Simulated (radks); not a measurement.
Results of a calculation; reference values are marked as such.
Excited configurations of W3+: one electron is placed in a higher orbital outside [Xe] 4f14 5d2. The ground configuration is [Xe] 4f14 5d3. Level of theory: scalar-relativistic Kohn-Sham, BLYP, spin-polarised, spherical densities, finite nucleus; open shells are filled with parallel spins first (spin-orbit coupling, left out, can overturn this in heavy ions); Fermi nuclear charge, rms radius 5.3658 fm (a radial shooting solver on a logarithmic mesh with Libxc functionals). Excitation = E - E(ground); binding = E(ion) - E, where the ion is the core of charge +4; n* = 4/sqrt(2 binding) in atomic units, and the quantum defect is n - n*.

\begin{tabular}{lrrrrrr}
outer orbital & excitation (eV) & binding (eV) & n* & quantum defect & eigenvalue (eV) & <r> (bohr) \\ \hline
5f & 22.967 & 14.965 & 3.814 & 1.186 & -12.312 & 3.841 \\
6s & 3.285 & 34.647 & 2.507 & 3.493 & -30.511 & 2.535 \\
6p & 11.357 & 26.575 & 2.862 & 3.138 & -23.196 & 3.019 \\
6d & 20.779 & 17.153 & 3.562 & 2.438 & -14.889 & 4.185 \\
6f & 28.015 & 9.917 & 4.685 & 1.315 & -8.565 & 6.897 \\
7s & 20.498 & 17.434 & 3.534 & 3.466 & -15.643 & 4.847 \\
7p & 23.333 & 14.599 & 3.862 & 3.138 & -13.010 & 5.579 \\
7d & 27.225 & 10.707 & 4.509 & 2.491 & -9.423 & 7.156 \\
7f & 30.996 & 6.937 & 5.602 & 1.398 & -6.113 & 10.62 \\
\end{tabular}

The Delta-SCF ionisation energy is 37.932 eV (NIST Atomic Spectra Database: 38.2 eV, semi-empirical). Self-interaction in the functional shifts the binding energies and quantum defects, so they are the method's values and not measured ones. Open shells are spherical and high-spin; term and fine-structure splittings are not resolved. Spin-orbit splitting is averaged out at the scalar-relativistic level.
